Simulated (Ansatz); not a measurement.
Geometry optimisation, RKS B3LYP/6-31G* in Ansatz 0.2.0.

Input:

```yaml
crystal:
  periodic: [false, false, false]
  atoms:
    - { symbol: O, position_ang: [-0.8643, 0.3842, 1.4351] }
    - { symbol: C, position_ang: [0.2094, -0.09, 0.76] }
    - { symbol: Al, position_ang: [1.74536, 1.1502, 1.06968] }
    - { symbol: C, position_ang: [0.60517, -1.53281, 1.07575] }
    - { symbol: Si, position_ang: [-0.78255, -2.74769, 0.73202] }
    - { symbol: H, position_ang: [-1.6791, -0.1514, 1.2139] }
    - { symbol: H, position_ang: [-0.00724, -0.05063, -0.35759] }
    - { symbol: H, position_ang: [3.1504, 0.88142, 0.25899] }
    - { symbol: H, position_ang: [1.57266, 2.4536, 1.99762] }
    - { symbol: H, position_ang: [1.48103, -1.82359, 0.58487] }
    - { symbol: H, position_ang: [0.78132, -1.57023, 2.24119] }
    - { symbol: H, position_ang: [-1.07777, -2.66205, -0.73669] }
    - { symbol: H, position_ang: [-2.04724, -2.40159, 1.51424] }
    - { symbol: H, position_ang: [-0.40223, -4.08202, 1.10903] }
basis:
  gaussian: { orbitals: "6-31G*" }
hamiltonian:
  xc: b3lyp
relax:
  f_tol: 0.015
  max_steps: 40
```

Run as:

```bash
$ ansatz run input.yaml --threads 2 --pin off --max-ram 3072MiB --backend cpu --events-out ev --progress --plain --runs-dir out
```

**Question.** Where does it end, and by what steps?

**Answer.** The forces met the threshold. The force dipped under the threshold on the way, but the program's further checks kept it going. After 38 steps the energy has fallen by 0.794 eV; H8 moved furthest, 2.33 Å. Joined: O1–Al3.

```csv
step,energy less start (eV),largest force component (eV/Å),accepted
0,0.0000,3.522,yes
2,-0.3950,0.295,yes
4,-0.4013,0.180,yes
6,-0.4059,0.014,yes
8,-0.4091,0.069,yes
10,-0.4133,0.117,yes
12,-0.4183,0.097,yes
14,-0.4244,0.105,yes
16,-0.4440,0.255,yes
18,-0.4732,0.402,yes
20,-0.6084,0.586,yes
22,-0.7213,1.229,yes
24,-0.7639,0.252,yes
26,-0.7833,0.102,yes
28,-0.7871,0.035,yes
30,-0.7895,0.043,yes
32,-0.7911,0.123,yes
34,-0.7930,0.042,yes
36,-0.7941,0.028,yes
38,-0.7943,0.007,yes
```

```xyz
14
Properties=species:S:1:pos:R:3
O -0.431 0.448 0.981
C 0.754 -0.435 0.465
Al 1.371 1.289 1.187
C 0.703 -1.782 1.158
Si -0.932 -2.744 0.967
H -0.980 0.743 0.236
H 0.613 -0.534 -0.615
H 1.481 2.500 0.159
H 1.787 1.399 2.714
H 1.509 -2.392 0.724
H 0.944 -1.687 2.225
H -1.385 -2.673 -0.453
H -2.015 -2.198 1.827
H -0.736 -4.177 1.324
```

Whether the end is a true minimum wasn't checked by a vibrational analysis.

The run took 110 s on 2 threads of Arm Neoverse V2, with other jobs on the host, peak memory 0.23 GiB.
